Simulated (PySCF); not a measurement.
# Shapes and spin states of IrBr2

Method: PySCF, PBE0, basis Ir def2-SVP with ECP60, Br def2-SVP (scalar-relativistic core potentials, no spin–orbit coupling, density fitting).

Relaxations began from a few typed shapes and spin states; open shells are unrestricted. The search is not exhaustive: other isomers or separated fragments can lie lower, and high-lying points may rest on an excited occupation.

```csv
spin,group,bonds,angles,imaginary modes (cm⁻¹),ΔE (kJ/mol),ΔE with ZPE (kJ/mol)
quartet,D∞h,Ir–Br 2.339 Å (×2),Br–Ir–Br 180.0°,none,0.0,0.0
broken-symmetry Ms = 1/2 (⟨S²⟩ 1.66),D∞h,Ir–Br 2.327 Å (×2),Br–Ir–Br 180.0°,none,55.5,55.5
broken-symmetry Ms = 1/2 (⟨S²⟩ 1.66),D∞h,Ir–Br 2.326 Å (×2),Br–Ir–Br 180.0°,none,56.0,56.0
```

The lowest minimum found is the quartet D∞h: Ir–Br 2.339 Å (×2); Br–Ir–Br 180.0°.

Formally Ir is in oxidation state +2, d7, with 3 unpaired electrons (the high-spin count). The Mulliken spin on Ir is 2.36. The polar-tensor charge on Ir, 0.84, is far below the formal one.

For the lowest minimum: with open d or f shells other occupations or spin states may lie lower. No spin–orbit coupling is included, which matters more the heavier the element.

The electron or spin density has lower symmetry than the nuclear frame for the broken-symmetry Ms = 1/2 (⟨S²⟩ 1.66) D∞h at 55.5 kJ/mol, broken-symmetry Ms = 1/2 (⟨S²⟩ 1.66) D∞h at 56.0 kJ/mol.
